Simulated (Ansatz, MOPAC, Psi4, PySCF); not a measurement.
Molecule: N-dimethylboranylmethanamine, C$_{3}$H$_{10}$BN (charge 0, singlet). SMILES: CB(C)NC
Coordinates optimised at B3LYP-D3(BJ)/def2-TZVP (Ansatz, a program for electronic structure):
```
B
N 1 1.4010
H 2 1.0090 1 117.81
C 2 1.4512 3 113.30 1 -179.07
H 4 1.0874 2 109.85 3 179.83
H 4 1.0940 5 107.80 2 121.66
H 4 1.0940 5 108.01 6 116.43
C 1 1.5813 2 118.55 3 0.00
H 8 1.0935 1 114.41 2 -3.02
H 8 1.0951 9 107.69 1 123.53
H 8 1.0953 9 107.63 10 113.42
C 1 1.5843 2 121.32 3 -178.94
H 12 1.0918 1 111.84 2 -160.66
H 12 1.0926 13 107.67 1 -126.04
H 12 1.0965 13 106.46 14 -113.83
```

Quantity: enthalpy of formation at 298 K, in kcal/mol. Terms: LANL2DZ all-electron up to Ne; non-relativistic; 6-31G* and kin with 6d, 5d where marked; no spin-orbit coupling; 6-311+G** with 5d; open shells spin-unrestricted; frozen cores in correlated levels; no dispersion term unless named. Basis-set limits of correlation are two-point, X^-3; Hartree-Fock from the larger set. Ab initio and DFT rows: single points at B3LYP-D3(BJ) geometries (Ansatz), with unscaled harmonic terms from B3LYP/6-31G* (Ansatz) at its own minima, enthalpies of formation by atomisation with measured atoms. Semi-empirical rows: MOPAC heats of formation at their own minima for 298 K.

Coupled cluster (Ansatz) is a level with limits of its own, used here on species with T1 under 0.025 (0.045 for open shells) and stable references: CCSD(T)/CBS(cc-pVTZ,cc-pVQZ).

Value to compare with, CCSD(T)/CBS(cc-pVTZ,cc-pVQZ) (Ansatz): -41.9 kcal/mol.

| level | program | enthalpy of formation at 298 K (kcal/mol) | difference |
|---|---|---|---|
| PM6 | MOPAC | -43.6 | -1.7 |
| HF/3-21G | Ansatz | 330.9 | 372.8 |
| HF/LANL2DZ | Ansatz | 342.9 | 384.8 |
| PBE/3-21G | Ansatz | -65.3 | -23.4 |
| BP86/6-31G* (5d) | PySCF | -82.5 | -40.6 |
| B3LYP/6-31G | Ansatz | -21.6 | 20.3 |
| B3LYP/6-31G* | Ansatz | -41.9 | 0.0 |
| B3LYP/def2-SVP | Ansatz | -49.6 | -7.7 |
| PBE0/6-31G* | Ansatz | -49.7 | -7.8 |
| M06-2X/6-31G* (5d) | PySCF | -47.2 | -5.3 |
| M06-2X/6-311+G** | PySCF | -39.3 | 2.6 |
| wB97X-D/6-31G* | Psi4 | -47.2 | -5.3 |
| MP2/3-21G | Ansatz | 136.0 | 177.9 |
| MP2/6-311+G** | Ansatz | 20.5 | 62.4 |
| B3LYP/def2-TZVPD | Ansatz | -41.1 | 0.8 |
| wB97M-V/def2-TZVPD | Ansatz | -49.5 | -7.6 |
| B2PLYP-D3(BJ)/def2-TZVPD | Ansatz + dftd3 | -34.8 | 7.1 |

Among the 14 habitual levels, HF/LANL2DZ lies farthest from CCSD(T)/CBS(cc-pVTZ,cc-pVQZ) (Ansatz) (384.8 kcal/mol) and B3LYP/6-31G* nearest (0.0); 6 of 14 lie above it, and their mean absolute difference is 79.5 kcal/mol, the median 14.1. One case shows no general order.

The levels are drawn from those run, B3LYP/6-31G* more often than the rest, none by its result; left out are runs that failed, that the program found above a lower state of the same kind, or whose <S^2> lies over 0.5 above the pure value.
